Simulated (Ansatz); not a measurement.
Start from `[SH][Sn]([SH])([SH])[SH]` and change one element to get `[SH][Ge]([SH])([SH])[SH]`.

Ansatz, PBE0-D4/def2-TZVP geometries, multiplicity 1. Each molecule was computed in one conformer, which needn't be the lowest.

Elements past krypton have def2 core potentials. Outer-core shells of Ge, Sn are correlated without core-valence functions. Scalar relativity is left out up to krypton. Spin–orbit coupling is left out.

```tsv
property	`[SH][Sn]([SH])([SH])[SH]`
vertical ionisation energy (CCSD(T)/def2-TZVPP) / eV	9.72
LUMO energy (B3LYP/def2-TZVPP) / eV	-2.29
zero-point energy (PBE0-D4/def2-TZVP) / kJ/mol	96.8
HOMO energy (B3LYP/def2-TZVPP) / eV	-7.39
HOMO–LUMO gap (ωB97M-V/def2-TZVPP) / eV	9.75
LUMO energy (PBE/def2-TZVPP) / eV	-2.88
```

Problem. What does the change do to each property? (Estimate.)

Solution. Computed: 
```
                                            property  `[SH][Ge]([SH])([SH])[SH]`  shift
vertical ionisation energy (CCSD(T)/def2-TZVPP) / eV                        9.72   0.00
                 LUMO energy (B3LYP/def2-TZVPP) / eV                       -1.60   0.69
      zero-point energy (PBE0-D4/def2-TZVP) / kJ/mol                       100.5    3.7
                 HOMO energy (B3LYP/def2-TZVPP) / eV                       -7.36   0.03
             HOMO–LUMO gap (ωB97M-V/def2-TZVPP) / eV                       10.42   0.67
                   LUMO energy (PBE/def2-TZVPP) / eV                       -2.25   0.63
```

With PBE0 the HOMO rises by 0.05 eV and the LUMO rises by 0.70 eV, so the gap widens by about 0.65 eV. PBE moves the HOMO by 0.02 eV and ωB97M-V by 0.07 eV.

B3LYP here is the variant with VWN-RPA as its local correlation; programs differ in this.
